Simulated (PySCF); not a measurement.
Computed shifts of a molecule CH6Cl2Si2, HF/pcSseg-1 run with PySCF, GIAO, gas phase, equivalent atoms averaged, in ppm (number of nuclei): ¹³C: 9.9 (1). ²⁹Si: 43.6 (1), -86.1 (1). ¹H: 3.67 (3), 1.09 (3). References: ¹³C against TMS (σ = 192.6 ppm); ²⁹Si against TMS (σ = 393.8 ppm); ³⁵Cl against HCl (σ = 958.2 ppm); ¹H against TMS (σ = 31.99 ppm), references at their B3LYP-D3(BJ)/def2-TZVP geometries, non-relativistic (without spin–orbit terms, shifts of atoms bonded to Cl or Br come out too high). Coordinates come from a TPSSh-D3(BJ)/def2-SVP optimisation. One conformer was computed; it need not be the lowest.

Identify the compound among the candidates.
A. [SiH3]C[SiH](Cl)Cl
B. Cl[SiH2]C[SiH2]Cl
C. C[SiH2][SiH](Cl)Cl
D. C[Si]([SiH3])(Cl)Cl

D, C[Si]([SiH3])(Cl)Cl
